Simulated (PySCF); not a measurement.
**Be (beryllium, neutral) across methods**

[He] 2p2, high-spin 3P determinant (an excited configuration). Calculation: PySCF 2.14, in aug-cc-pVTZ-DK; scalar relativity by spin-free X2C-1e.

```tsv
method	E (hartree)	mean ε 1s α (eV)	mean ε 1s β (eV)	mean ε 2p α (eV)	Σ⟨r²⟩ (bohr²)	⟨S²⟩
UHF	-14.33834	-130.77	-130.45	-6.037	22.13	2.000
M06	-14.4353	-114.07	-113.83	-3.928	21.39	2.000
LDA	-14.2293	-106.69	-106.29	-3.389	21.38	2.000
PBE	-14.4128	-108.15	-107.73	-3.409	21.09	2.000
HSE06	-14.4127	-113.55	-113.15	-3.774	21.17	2.000
TPSS	-14.4447	-109.85	-109.46	-3.392	21.07	2.000
MN15	-14.4281	-113.35	-112.98	-4.239	21.73	2.000
PBE0	-14.4095	-113.96	-113.57	-4.153	21.16	2.000
```

Task: Estimate the same row for r2SCAN.

Result: E (hartree) = -14.4282; mean ε 1s α (eV) = -110.58; mean ε 1s β (eV) = -110.26; mean ε 2p α (eV) = -3.530; Σ⟨r²⟩ (bohr²) = 21.09; ⟨S²⟩ = 2.000.
